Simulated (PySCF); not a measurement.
## S²⁺ (sulfur, charge +2) across methods

[Ne] 3s2 3p2, high-spin 3P determinant. Computed with PySCF 2.14 in aug-cc-pV(Q+d)Z with one added diffuse shell each of s, p, d, f, g type (8s7p6d4f3g, 114 functions), with the non-relativistic Hamiltonian (point nucleus). The B2PLYP total includes its PT2 part (frozen core); its orbital energies are those of the SCF part.

| method | E (hartree) | mean ε 3s α (eV) | mean ε 3s β (eV) | mean ε 3p α (eV) | Σ⟨r²⟩ (bohr²) | ⟨S²⟩ |
| --- | --- | --- | --- | --- | --- | --- |
| LDA | -395.4882 | -40.147 | -37.854 | -28.871 | 14.96 | 2.001 |
| PBE | -396.7076 | -40.180 | -37.653 | -28.959 | 14.94 | 2.003 |
| M06 | -396.8710 | -42.159 | -39.062 | -30.076 | 14.85 | 2.002 |
| PBE0 | -396.7418 | -42.470 | -39.073 | -30.585 | 14.94 | 2.005 |
| r2SCAN | -396.8479 | -40.982 | -37.796 | -29.492 | 14.95 | 2.007 |
| B2PLYP | -396.7710 | -44.616 | -40.281 | -32.006 | 15.00 | 2.006 |
| UHF | -396.33812 | -48.503 | -41.873 | -34.729 | 15.09 | 2.012 |
| wB97M-V | -396.8710 | -44.719 | -41.832 | -32.536 | 15.04 | 2.002 |
